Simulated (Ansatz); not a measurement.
Molecule: sum formula AlH2F, net charge 0, singlet state. 
Geometry from a B3LYP-D3(BJ)/def2-TZVP (Ansatz, an electronic-structure program) optimisation:
SMILES: [F][AlH2]
```xyz
4

F      1.0774    -0.1894    -0.0104
Al    -0.5530     0.0972     0.0053
H     -1.4963    -1.1576     0.0018
H     -1.0116     1.5985     0.0224
```

Computed values are from Ansatz. Cores are frozen in the correlated levels unless marked. Open shells are spin-unrestricted. Spin-orbit coupling is left out. Non-relativistic. CBS marks a two-point X^-3 extrapolation of the correlation energy; Hartree-Fock from the larger set (for Q and 5 zeta extrapolated as (X+1)exp(-9√X)).

* **atomisation energy De**: 1206.5 kJ/mol at CCSD(T)/CBS(cc-pV(Q+d)Z,cc-pV(5+d)Z)
* **total energy**: -343.0641 Eh at CCSD(T)/CBS(cc-pV(Q+d)Z,cc-pV(5+d)Z)
* **dipole moment**: 1.43 D at CCSD(T)/aug-cc-pV(D+d)Z
* **T1 diagnostic**: 0.011 at CCSD/cc-pV(5+d)Z
